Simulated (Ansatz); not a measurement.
C12H10ClI⁻, that is diphenyliodonium chloride with one electron more. Charge -1, multiplicity 2. Geometry r2SCAN-D4/def2-SVP, that of the neutral singlet; atoms count from 1.

Cartesian coordinates in Å:
```
Cl -2.143 -0.032 -0.499
C 0.320 -4.733 -1.246
C 1.171 -4.241 -0.254
C 1.178 -2.872 0.050
C 0.320 -2.040 -0.662
I 0.651 0.118 -0.257
C 0.030 2.106 0.525
C 0.868 2.571 1.533
C 0.681 3.883 1.993
C -0.326 4.680 1.443
C -1.153 4.175 0.433
C -0.987 2.865 -0.035
C -0.548 -2.498 -1.644
C -0.532 -3.866 -1.940
H 0.313 -5.802 -1.477
H 1.829 -4.918 0.299
H 1.839 -2.480 0.829
H 1.652 1.939 1.964
H 1.321 4.270 2.791
H -0.474 5.700 1.808
H -1.941 4.800 0.002
H -1.641 2.433 -0.796
H -1.231 -1.807 -2.143
H -1.197 -4.252 -2.717
```

In the def2 sets I takes a core potential; there is no spin–orbit coupling.

(1) Estimate the Mulliken populations from the PBE0/def2-SVP orbitals of Ansatz.

(2) Where does the spin sit?

(3) And the Mayer bond orders between heavy atoms (over 0.3)?

Results:

(1) 
| atom | charge (e) | spin (α − β) |
| --- | --- | --- |
| Cl1 | -0.59 | 0.22 |
| C2 | -0.03 | -0.01 |
| C3 | -0.04 | 0.02 |
| C4 | -0.01 | -0.02 |
| C5 | -0.23 | 0.23 |
| I6 | 0.34 | 0.31 |
| C7 | -0.23 | 0.23 |
| C8 | -0.01 | -0.02 |
| C9 | -0.04 | 0.02 |
| C10 | -0.03 | -0.01 |
| C11 | -0.04 | 0.01 |
| C12 | 0.02 | -0.01 |
| C13 | 0.03 | -0.01 |
| C14 | -0.04 | 0.01 |
| H15 | -0.02 | 0.00 |
| H16 | -0.02 | 0.00 |
| H17 | -0.01 | 0.01 |
| H18 | -0.01 | 0.01 |
| H19 | -0.02 | 0.00 |
| H20 | -0.02 | 0.00 |
| H21 | -0.01 | 0.00 |
| H22 | 0.01 | 0.01 |
| H23 | 0.01 | 0.01 |
| H24 | -0.01 | 0.00 |
Mulliken values depend strongly on the basis.

(2) Summed by element: Cl 0.22, C 0.43, I 0.31, H 0.04, of 1 unpaired in all. Largest on single atoms: I6 0.31, C7 0.23, C5 0.23.

(3) C2–C3 1.41 (1.40 Å); C2–C14 1.38 (1.40 Å); C3–C4 1.39 (1.40 Å); C4–C5 1.42 (1.39 Å); C5–I6 0.67 (2.22 Å); C5–C13 1.43 (1.39 Å); I6–C7 0.66 (2.23 Å); C7–C8 1.41 (1.39 Å); C7–C12 1.44 (1.39 Å); C8–C9 1.39 (1.40 Å); C9–C10 1.40 (1.40 Å); C10–C11 1.38 (1.40 Å); C11–C12 1.40 (1.40 Å); C13–C14 1.40 (1.40 Å).
